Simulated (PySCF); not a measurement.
HI, charge +1, doublet, at a GFN2-xTB geometry (a state made from the parent by changing its charge; the spin is typed, not shown lowest) (core potentials on I); REVPBE/def2-SVPD run with PySCF.

The PySCF input:
```python
from pyscf import gto, scf, dft

mol = gto.Mole()
mol.atom = '''
    I    -0.000000   -0.000000   -0.030036
    H     0.000000    0.000000    1.591930
'''
mol.basis = 'def2-svpd'
mol.ecp = {'I': 'def2-svpd'}
mol.charge = 1
mol.spin = 1
mol.verbose = 4
mol.build()

mf = dft.UKS(mol)
mf.xc = 'revpbe'
mf.kernel()
```

It wrote (shortened):

```
PySCF version 2.14.0

[INPUT] verbose = 4
[INPUT] num. atoms = 2
[INPUT] num. electrons = 25
[INPUT] charge = 1
[INPUT] spin (= nelec alpha-beta = 2S) = 1
[INPUT] symmetry False subgroup None
[INPUT] Mole.unit = angstrom
[INPUT] Symbol           X                Y                Z      unit          X                Y                Z       unit  Magmom
[INPUT]  1 I      0.000000000000   0.000000000000  -0.030036000000 AA    0.000000000000   0.000000000000  -0.056759813877 Bohr   0.0
[INPUT]  2 H      0.000000000000   0.000000000000   1.591930000000 AA    0.000000000000   0.000000000000   3.008311709479 Bohr   0.0

nuclear repulsion = 8.15641651736226
number of shells = 17
number of NR pGTOs = 80
number of NR cGTOs = 43
basis = def2-svpd
ecp = {'I': 'def2-svpd'}

******** <class 'pyscf.dft.uks.UKS'> ********
method = UKS
initial guess = minao
damping factor = 0
level_shift factor = 0
DIIS = <class 'pyscf.scf.diis.CDIIS'>
diis_start_cycle = 1
diis_space = 8
diis_damp = 0
SCF conv_tol = 1e-09
SCF conv_tol_grad = None
SCF max_cycles = 50
direct_scf = True
direct_scf_tol = 1e-13
number electrons alpha = 13  beta = 12
XC library pyscf.dft.libxc version 7.1.2
    S. Lehtola, C. Steigemann, M. J. T. Oliveira, and M. A. L. Marques,  SoftwareX 7, 1–5 (2018)
XC functionals = revpbe
    Y. Zhang and W. Yang,  Phys. Rev. Lett. 80, 890 (1998)
    J. P. Perdew, K. Burke, and M. Ernzerhof,  Phys. Rev. Lett. 77, 3865 (1996)
    J. P. Perdew, K. Burke, and M. Ernzerhof,  Phys. Rev. Lett. 78, 1396 (1997)
radial grids:
    Treutler-Ahlrichs [JCP 102, 346 (1995); DOI:10.1063/1.469408] (M4) radial grids

becke partition: Becke, JCP 88, 2547 (1988); DOI:10.1063/1.454033
pruning grids: <function nwchem_prune>
grids dens level: 3
symmetrized grids: False
atomic radii adjust function: <function treutler_atomic_radii_adjust>
small_rho_cutoff = 0
Set gradient conv threshold to 3.16228e-05
tot grids = 31768
init E= -267.188107796569

cycle= 1 E= -296.756258811011  delta_E= -29.6  |g|=  2.1  |ddm|= 6.64
cycle= 2 E= -296.967048803122  delta_E= -0.211  |g|= 1.57  |ddm|= 6.04
cycle= 3 E= -297.873146787355  delta_E= -0.906  |g|= 0.305  |ddm|= 2.75

cycle= 4 E= -297.915605823688  delta_E= -0.0425  |g|= 0.212  |ddm|= 1.41
cycle= 5 E= -297.953562040224  delta_E= -0.038  |g|= 0.0387  |ddm|= 1.19

cycle= 6 E= -297.953823610127  delta_E= -0.000262  |g|= 0.0335  |ddm|= 0.702
cycle= 7 E= -297.954552173677  delta_E= -0.000729  |g|= 0.0169  |ddm|= 0.623
cycle= 8 E= -297.954787536636  delta_E= -0.000235  |g|= 0.00392  |ddm|= 0.196
cycle= 9 E= -297.954799833901  delta_E= -1.23e-05  |g|= 0.0011  |ddm|= 0.0116
cycle= 10 E= -297.954800865075  delta_E= -1.03e-06  |g|= 0.000165  |ddm|= 0.00268
cycle= 11 E= -297.954800887931  delta_E= -2.29e-08  |g|= 1.65e-05  |ddm|= 0.000375
cycle= 12 E= -297.954800888159  delta_E= -2.29e-10  |g|= 5.15e-06  |ddm|= 4.73e-05
Extra cycle  E= -297.954800888184  delta_E= -2.43e-11  |g|= 9.36e-07  |ddm|= 1.11e-05
converged SCF energy = -297.954800888184  <S^2> = 0.7520388  2S+1 = 2.0020378
```
